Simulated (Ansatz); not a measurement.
Frontier orbitals of FGeH4N (`[NH2][GeH2][F]`).

Cartesian coordinates in Å:
```
N 1.128 -0.028 0.247
Ge -0.600 -0.195 -0.268
F -1.586 1.113 0.352
H 1.628 0.767 -0.122
H 1.309 -0.116 1.236
H -1.191 -1.466 0.347
H -0.688 -0.075 -1.792
```

The species carries charge 0 and has multiplicity 1. Correlated methods include outer-core shells of Ge, which these sets cover unevenly. Scalar relativity is left out up to krypton. The structure was optimised at the PBE0-D4/def2-TZVP level. It is one conformer, not always the lowest. Basis def2-TZVPP, the Gaussian-basis code of Ansatz.

```json
{"functional": "PBE", "HOMO (eV)": "-6.54", "LUMO (eV)": "-0.33", "gap (eV)": "6.21"}
{"functional": "B97M-V", "HOMO (eV)": "-6.98", "LUMO (eV)": "-0.12", "gap (eV)": "6.86"}
{"functional": "PBE0", "HOMO (eV)": "-8.05", "LUMO (eV)": "0.52", "gap (eV)": "8.57"}
{"functional": "r2SCANh", "HOMO (eV)": "-7.43", "LUMO (eV)": "0.49", "gap (eV)": "7.92"}
{"functional": "CAM-B3LYP", "HOMO (eV)": "-9.52", "LUMO (eV)": "1.33", "gap (eV)": "10.85"}
{"functional": "ωB97X-V", "HOMO (eV)": "-10.56", "LUMO (eV)": "2.45", "gap (eV)": "13.01"}
{"functional": "ωB97M-V", "HOMO (eV)": "-10.47", "LUMO (eV)": "2.04", "gap (eV)": "12.51"}
```

Q: What is the vertical ionisation energy at frozen-core CCSD(T)/def2-TZVPP? (An estimate is asked.)

A: The calculation gave: 10.57 eV (T1 of the cation 0.015).

From PBE to PBE0 the HOMO moves by −1.51 eV and the LUMO by +0.85 eV, and with ωB97M-V by −3.93 and +2.37 eV, so the gap grows from 6.21 to 12.51 eV with exact exchange. A positive LUMO is unbound and depends on the basis. −ε(HOMO) differs from that ionisation energy by −4.03 eV with PBE and −0.11 eV with ωB97M-V.
